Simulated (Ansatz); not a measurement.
Consider the redistribution: `[NH2][Ti]([OH])([Cl])[Cl]` + `Cl[SiH2][SeH]` → `[OH][Ti]([Cl])([Cl])[Cl]` + `N[SiH2][SeH]`.

Program: Ansatz. Geometries: PBE0-D4/def2-TZVP. ΔE: electronic, gas phase. CBS: MP2 limit from def2 TZ/QZ plus the TZ coupled-cluster correction, frozen cores. DFT in def2-TZVPP. B3LYP here is the variant with VWN-RPA as its local correlation; programs differ in this. For Se, Ti outer-core shells are correlated without core-valence functions, which leaves a few kJ/mol of doubt a bond. Scalar relativity is left out up to krypton. One conformer a species, not always the lowest.

(1) Is it downhill or uphill in electronic energy at CCSD(T)/CBS, and by how much? (Best estimate.)

(2) What do these levels give: BLYP-D4, r2SCAN-D4, PBE0-D4, ωB97M-V, BLYP, r2SCAN, PBE0, B3LYP, r2SCANh, CAM-B3LYP, MP2/def2-SVP, SCS-MP2/def2-QZVPP? (An estimate is asked.)

Largest T1 diagnostic among the species: 0.024, so the coupled-cluster value is less sure than usual.

Answers

(1) The calculation gave: Downhill: ΔE = -0.32 eV.

(2) The calculation gave: BLYP-D4 -0.38, r2SCAN-D4 -0.40, PBE0-D4 -0.34, ωB97M-V -0.32, BLYP -0.39, r2SCAN -0.40, PBE0 -0.35, B3LYP -0.37, r2SCANh -0.39, CAM-B3LYP -0.35, MP2/def2-SVP -0.39, SCS-MP2/def2-QZVPP -0.35 eV.

From r2SCAN to r2SCAN0 (25 % exact exchange), in def2-TZVPP and without D4, ΔE moves by +0.03 eV. Leaving LDA and LC-ωPBE aside and taking each functional with its dispersion term where it has one, the values, not all of them listed here, spread over 0.11 eV, from B97M-V to ωB97X-V. LDA lies −0.05 eV from PBE without D4.
